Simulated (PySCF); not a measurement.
**Calculated properties of AlH2(tBu) (`[H][Al]([H])[C](C)(C)C`)**

Compound: AlH2(tBu), C4H11Al.
Geometry (PBE0-D3(BJ)/def2-SVP, Å), atoms numbered from 1 in this order:
```xyz
16
C4H11Al angstrom
Al     0.9715    1.7167    0.0180
H      2.5537    1.8095    0.2067
H      0.1155    3.0594   -0.0974
C      0.0182   -0.0260   -0.0186
C     -0.7617   -0.1182    1.3003
C      0.9825   -1.2062   -0.1308
C     -0.9718   -0.0428   -1.1877
H     -1.3518   -1.0549    1.3386
H     -0.0994   -0.1283    2.1838
H     -1.4754    0.7142    1.4251
H      1.7057   -1.2335    0.7010
H      1.5651   -1.1813   -1.0667
H      0.4327   -2.1673   -0.1167
H     -0.4664    0.0091   -2.1672
H     -1.6884    0.7940   -1.1388
H     -1.5645   -0.9783   -1.1832
```

**PBE0-D3(BJ)/def2-SVP geometry optimisation, gas phase (PySCF)**

```yaml
Rotational_constants_A_B_C: 4.412, 2.801, 2.735 GHz
```

From CAM-B3LYP/def2-SVPD ground state and vertical TDDFT (core frozen in the response) (PySCF):

```yaml
Dipole_moment: 0.60 D
HOMO_energy: -8.28 eV
LUMO_energy: -0.44 eV
HOMO–LUMO_gap: 7.84 eV
Lowest_singlet_excitation: 4.42 eV (281 nm, f = 0.000)
Lowest_triplet_excitation_Tamm–Dancoff: 4.12 eV
Static_isotropic_polarisability: 79.8 au
Electronic_spatial_extent_⟨r²⟩_about_the_centre_of_nuclear_charge: 637 bohr²
```

B3LYP/pcSseg-1 (pcSseg-2 on Al) ground state and GIAO shieldings, non-relativistic (PySCF):

```yaml
13C_chemical_shifts_computed_TMS_as_zero_by_class: 28.6 (C5/C6/C7), 21.6 (C4) ppm
1H_chemical_shifts_computed_TMS_as_zero_by_class: 5.26 (H2/H3), 1.04 (H8/H9/H10/H11/H12/H13/H14/H15/H16) ppm
Isotropic_shieldings_of_nuclei_other_than_C_and_H_by_class: 266 (Al1) ppm
```

**delta-SCF UKS SCAN, pcX-2 on the ionised atom, pcseg-1 elsewhere, spin-free X2C (PySCF)**

```yaml
Core_binding_energies: C1s 289.7 (C4), C1s 290.5 (C5/C6/C7), Al1s 1566.6 (Al1) eV
```

Monoisotopic mass from the formula: 86.0676 u.

The largest Löwdin shares of the HOMO are 0.36 on C4, 0.19 on Al1, 0.07 on C5 and 0.07 on C7. With B = h/(8π²I), that is 505.379 GHz u Å² over I, the principal moments of inertia are 114.6, 180.4 and 184.7 u Å² (most abundant isotopes). The rotational constants are those of a nearly prolate symmetric top. The dipole equals about 2.0 × 10⁻³⁰ C·m (1 D = 3.33564 × 10⁻³⁰ C·m). The 15 singlets span 4.42 to 8.56 eV, and their oscillator strengths add up to 0.73. The vertical singlet–triplet gap S1 − T1 is 0.30 eV (TDDFT singlet less Tamm–Dancoff triplet; S1: HOMO→LUMO, weight 0.98; T1: HOMO→LUMO, weight 0.96). S1 lies 3.42 eV below the HOMO–LUMO gap; its leading configuration is HOMO→LUMO, weight 0.98.

 NMR classes are plain means over equivalent atoms (diastereotopic ones count apart unless rotation or inversion swaps them), as if these changed places fast; in this geometry the members of some classes differ.
